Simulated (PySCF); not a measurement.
zirconium atom (Zr), triplet (core potentials on Zr).

PySCF was given this input:
```python
from pyscf import gto, scf

mol = gto.Mole()
mol.atom = '''
    Zr    0.00000000    0.00000000    0.00000000
'''
mol.basis = 'def2-svp'
mol.ecp = {'Zr': 'def2-svp'}
mol.spin = 2
mol.verbose = 4
mol.build()

mf = scf.UHF(mol)
mf.kernel()
mf.analyze()
```

Task: What does this run give for the dipole moment, total energy, number of basis functions?

Result: 
```
Item                             Value
-------------------------  -----------
dipole moment                   0.00 D
total energy               -46.4317 Eh
number of basis functions           31
```

These values belong to the state on which the SCF converged, which isn't shown to be the lowest.
